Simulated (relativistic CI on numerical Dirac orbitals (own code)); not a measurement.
## Forbidden transitions in Os13+

Calculated at this level of theory: Dirac-Coulomb-Breit CI, separate exchange-only KLI orbitals for each configuration, model QED (radiative potential, 1s self-energy scaled to tabulated hydrogen-like ionisation energies), unscaled Slater integrals (own radial code, finite nucleus).

CI space (outside the closed core [Kr] 4d10): 4f13 5s2 5p2, 4f14 5s 5p2, 4f13 5s 5p3, 4f12 5s2 5p3, 4f14 5s2 5p, 4f13 5s2 5p 5d, 4f14 5p3, 4f12 5s 5p4, 4f13 5s 5p2 5d, 4f14 5s2 5d, 4f13 5s2 5p 5f, 4f12 5s2 5p2 5d, 4f14 5p2 5d, 4f13 5s2 5p 5g, 4f14 5s2 6s, 4f13 5s 5p2 5f, 4f13 5s2 5p 6s, 4f14 5s 5p 6p, 4f14 5s 5p 5f, 4f13 5p3 5d, 4f13 5s2 5p 6p, 4f11 5s2 5p3 6s, 4f14 5p2 6s, 4f13 5s 5p2 5g, 4f13 5p4, 4f12 5p5, 4f13 5s2 5d2, 4f14 5s 5d2, 4f13 5s 5d3, 4f14 5s 5p 5d, 4f14 5p 5d2, 4f14 5s 5p 6s, 4f14 5s 5d 6s, 4f14 5p 5d 6s, 4f13 5s2 5f2, 4f14 5s 5f2, 4f13 5s 5d 5f2, 4f14 5s2 6p, 4f14 5s 5d 6p, 4f14 5s2 5f, 4f14 5s 5d 5f, 4f13 5s2 5d 6s, 4f13 5s 5d2 6s, 4f14 5s 5p 5g, 4f14 5s 5d 5g, 4f14 5p 5d 5g. Double excitations out of closed p, d and f shells are left out; levels of such configurations are missing from the list, as are those of other unlisted configurations, and high levels can miss mixing partners. Some configurations lack a partner that the ground configuration has and come out too high, among them 4f12 5s2 5p2 5d, 4f13 5s 5p2 5f, 4f13 5s 5p2 5g.

```
λ vac (Å)                      Lower                       Upper  Type   A (s⁻¹)        gf  Branching (%)
   355.58   4f13 5s2 5p2 2F°_7/2 [2]  4f12 5s2 5p3 4G°_11/2 [30]    E2  2.18e+03  4.96e-07           97.8
   360.92    4f14 5s2 5p 2P°_1/2 [1]   4f13 5s2 5p2 2D°_3/2 [19]    E2  3.64e+03  2.84e-07           41.4
   382.95    4f14 5s2 5p 2P°_1/2 [1]   4f13 5s2 5p2 4G°_5/2 [15]    E2  2.41e+03  3.18e-07           11.0
   392.43    4f14 5s2 5p 2P°_3/2 [3]   4f13 5s2 5p2 2D°_5/2 [27]    E2  6.51e+03  9.01e-07           12.3
   401.88    4f14 5s2 5p 2P°_3/2 [3]   4f13 5s2 5p2 2D°_3/2 [26]    E2  2.47e+03  2.39e-07            4.8
   402.97    4f14 5s2 5p 2P°_3/2 [3]   4f13 5s2 5p2 2F°_7/2 [25]    E2  2.24e+03  4.35e-07            4.6
   404.07    4f14 5s2 5p 2P°_1/2 [1]   4f13 5s2 5p2 2P°_3/2 [11]    E2  5.11e+03  5.00e-07           52.3
   429.77    4f14 5s2 5p 2P°_1/2 [1]    4f13 5s2 5p2 2F°_5/2 [6]    E2  2.37e+03  3.93e-07           10.9
   659.70   4f13 5s2 5p2 4F°_3/2 [8]   4f13 5s2 5p2 2F°_5/2 [29]    M1  1.20e+04  4.71e-06           24.1
   659.94   4f13 5s2 5p2 4F°_9/2 [5]   4f13 5s2 5p2 2F°_7/2 [25]    M1  1.50e+04  7.82e-06           30.5
   661.35   4f13 5s2 5p2 2F°_5/2 [6]   4f13 5s2 5p2 2D°_5/2 [27]    M1  1.48e+04  5.81e-06           27.8
   666.56   4f13 5s2 5p2 4F°_9/2 [5]   4f13 5s2 5p2 2G°_9/2 [24]    M1  1.43e+04  9.55e-06           32.4
   676.08   4f13 5s2 5p2 4F°_9/2 [5]  4f13 5s2 5p2 4G°_11/2 [23]    M1  1.48e+04  1.22e-05           33.9
   688.64   4f13 5s2 5p2 2F°_5/2 [6]   4f13 5s2 5p2 2D°_3/2 [26]    M1  1.66e+04  4.72e-06           32.5
   691.58  4f13 5s2 5p2 2P°_3/2 [11]   4f13 5s2 5p2 2F°_5/2 [29]    M1  8.85e+03  3.81e-06           17.7
   691.85   4f13 5s2 5p2 2F°_5/2 [6]   4f13 5s2 5p2 2F°_7/2 [25]    M1  1.60e+04  9.17e-06           32.6
   692.96   4f13 5s2 5p2 2G°_7/2 [7]   4f13 5s2 5p2 2D°_5/2 [27]    M1  3.81e+03  1.65e-06            7.2
   697.40   4f13 5s2 5p2 4F°_3/2 [8]   4f13 5s2 5p2 2D°_5/2 [27]    M1  4.75e+03  2.08e-06            9.0
   715.74   4f13 5s2 5p2 2F°_5/2 [4]   4f13 5s2 5p2 2F°_5/2 [21]    M1  3.25e+03  1.50e-06           63.0
   715.88   4f13 5s2 5p2 2F°_7/2 [2]   4f13 5s2 5p2 2G°_9/2 [13]    M1  2.64e+03  2.03e-06           77.2
   726.51   4f13 5s2 5p2 2G°_7/2 [7]   4f13 5s2 5p2 2F°_7/2 [25]    M1  1.93e+03  1.22e-06            3.9
   727.82   4f13 5s2 5p2 4F°_3/2 [8]   4f13 5s2 5p2 2D°_3/2 [26]    M1  4.03e+03  1.28e-06            7.9
   729.22   4f13 5s2 5p2 2F°_5/2 [4]   4f13 5s2 5p2 2D°_3/2 [19]    M1  3.62e+03  1.15e-06           41.3
   733.13  4f13 5s2 5p2 2P°_3/2 [11]   4f13 5s2 5p2 2D°_5/2 [27]    M1  3.86e+03  1.86e-06            7.3
   734.53   4f13 5s2 5p2 2G°_7/2 [7]   4f13 5s2 5p2 2G°_9/2 [24]    M1  1.63e+04  1.32e-05           36.7
   743.93  4f13 5s2 5p2 4G°_7/2 [14]   4f13 5s2 5p2 2F°_5/2 [29]    M1  8.85e+03  4.41e-06           17.7
   754.13  4f13 5s2 5p2 2F°_7/2 [12]   4f13 5s2 5p2 2D°_5/2 [27]    M1  1.60e+04  8.17e-06           30.1
   755.16  4f13 5s2 5p2 2H°_11/2 [9]   4f13 5s2 5p2 2G°_9/2 [24]    M1  5.00e+03  4.27e-06           11.3
   761.47  4f13 5s2 5p2 2D°_5/2 [10]   4f13 5s2 5p2 2D°_3/2 [26]    M1  1.60e+04  5.56e-06           31.3
   765.40  4f13 5s2 5p2 2D°_5/2 [10]   4f13 5s2 5p2 2F°_7/2 [25]    M1  5.31e+03  3.73e-06           10.8
   767.41  4f13 5s2 5p2 2H°_11/2 [9]  4f13 5s2 5p2 4G°_11/2 [23]    M1  1.61e+04  1.70e-05           36.8
   774.81    4f14 5s2 5p 2P°_1/2 [1]     4f14 5s2 5p 2P°_3/2 [3]    M1  1.88e+04  6.77e-06           95.5
   801.25   4f13 5s2 5p2 2F°_7/2 [2]    4f13 5s2 5p2 2G°_7/2 [7]    M1  2.17e+04  1.67e-05           99.8
   803.63  4f13 5s2 5p2 2F°_7/2 [12]   4f13 5s2 5p2 2G°_9/2 [24]    M1  3.42e+03  3.31e-06            7.7
   814.60  4f13 5s2 5p2 2G°_9/2 [13]   4f13 5s2 5p2 2F°_7/2 [25]    M1  2.52e+03  2.01e-06            5.1
   824.70  4f13 5s2 5p2 2G°_9/2 [13]   4f13 5s2 5p2 2G°_9/2 [24]    M1  2.80e+03  2.86e-06            6.3
   825.12   4f13 5s2 5p2 2F°_5/2 [4]   4f13 5s2 5p2 4G°_5/2 [15]    M1  1.81e+04  1.11e-05           82.5
   839.32  4f13 5s2 5p2 2G°_9/2 [13]  4f13 5s2 5p2 4G°_11/2 [23]    M1  1.06e+04  1.34e-05           24.2
   848.11   4f13 5s2 5p2 2F°_7/2 [2]    4f13 5s2 5p2 2F°_5/2 [6]    M1  1.87e+04  1.21e-05           85.8
   849.45   4f13 5s2 5p2 2F°_5/2 [4]   4f13 5s2 5p2 4G°_7/2 [14]    M1  2.06e+04  1.79e-05           97.0
   854.58  4f13 5s2 5p2 2G°_7/2 [18]   4f13 5s2 5p2 2F°_5/2 [29]    M1  6.59e+03  4.33e-06           13.2
   889.46  4f13 5s2 5p2 2F°_5/2 [21]   4f13 5s2 5p2 2F°_5/2 [29]    M1  4.74e+03  3.37e-06            9.5
   901.55   4f13 5s2 5p2 2F°_7/2 [2]    4f13 5s2 5p2 4F°_9/2 [5]    M1  1.77e+04  2.16e-05           99.9
   929.83   4f13 5s2 5p2 2F°_5/2 [4]   4f13 5s2 5p2 2P°_3/2 [11]    M1  3.72e+03  1.93e-06           38.1
   994.44   4f13 5s2 5p2 2F°_5/2 [4]    4f13 5s2 5p2 4F°_3/2 [8]    M1  1.23e+04  7.31e-06           90.1
```

Terms are leading LS components. Brackets give the number of a level in order of energy, since labels repeat. The list gives strong lines, with weight on those to low levels, among the lowest 400 of 10733 levels, so that lines to higher ones, which can be the strongest, are missing. Levels whose partners in the same complex of configurations lie outside the list can be far off, and so can their lines. Rates are taken at the computed energies, electric ones in the length gauge.

At this charge transitions that keep the count of f electrons are usually good to a few per cent. Levels and lines within the n = 5 or 6 shells can be off by up to 10 % or somewhat more, and those that change n by about 2 %, since core polarisation is missing. Levels that differ in their count of f electrons can be misplaced by several ten thousand cm⁻¹, since the correlation energy of f electrons is missing or only estimated; rates across such gaps can be off by orders of magnitude. The computed lowest level isn't the tabulated ground level, which NIST ASD gives as 4f13 5p2 4F°7/2; for such ions that label comes from theory and may be the wrong one.

LS names give the leading component of a level, which can be under half, so a name can repeat, a term be missing and a line seem to break the LS rules.
